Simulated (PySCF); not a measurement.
# SMILES N#C[C@@H]1C[C@@H]1[GeH2][Br], C4H6BrGeN

Cartesian coordinates in Å; atom numbers follow the order of the lines, from 1:
```xyz
13

N    -0.0772    2.3873   -1.3515
C    -0.6278    1.4613   -0.9626
C    -1.2331    0.2747   -0.4727
C    -1.0836   -0.0367    0.9882
C    -0.2836   -0.8142   -0.0074
Ge    1.6666   -0.5442   -0.1912
Br    2.4180    0.5499    1.6510
H    -2.1487   -0.0067   -0.9804
H    -0.5751    0.6923    1.6073
H    -1.9118   -0.5249    1.4816
H    -0.6118   -1.8292   -0.2016
H     2.3757   -1.8817   -0.1953
H     2.0880    0.2726   -1.3830
```

Level of theory: TDDFT B3LYP/def2-SVPD circular dichroism and optical rotation, one conformer, gas phase (PySCF 2.14.0). Geometry: GFN2-xTB.

The molecule is flexible and this is one conformer; a measurement averages over conformers. The calculation is non-relativistic, which matters for the atoms heavier than Zn.

Q: Draw the ECD and absorption spectra from the lowest 16 states, each a Gaussian of half-width 0.35 eV at 1/e height.

A: 
| E (eV) | λ (nm) | Δε (L mol⁻¹ cm⁻¹) | ε (L mol⁻¹ cm⁻¹) |
| --- | --- | --- | --- |
| 5.56 | 223 | -0.19 | 133 |
| 5.66 | 219 | -0.43 | 297 |
| 5.76 | 215 | -0.84 | 570 |
| 5.86 | 212 | -1.40 | 937 |
| 5.96 | 208 | -2.01 | 1320 |
| 6.06 | 205 | -2.46 | 1590 |
| 6.16 | 201 | -2.59 | 1650 |
| 6.26 | 198 | -2.31 | 1470 |
| 6.36 | 195 | -1.72 | 1130 |
| 6.46 | 192 | -0.94 | 778 |
| 6.56 | 189 | +0.02 | 519 |
| 6.66 | 186 | +1.44 | 408 |
| 6.76 | 184 | +3.96 | 447 |
| 6.86 | 181 | +8.58 | 621 |
| 6.96 | 178 | +16.27 | 925 |
| 7.06 | 176 | +27.31 | 1360 |
| 7.16 | 173 | +40.42 | 1930 |
| 7.26 | 171 | +52.55 | 2600 |
| 7.36 | 169 | +59.98 | 3280 |
| 7.46 | 166 | +60.33 | 3890 |
| 7.56 | 164 | +54.07 | 4340 |
| 7.66 | 162 | +44.11 | 4600 |
| 7.76 | 160 | +33.83 | 4620 |

Δε uses R in velocity form, ε uses f in length form. Only the states computed contribute, so the short-wavelength end is incomplete.
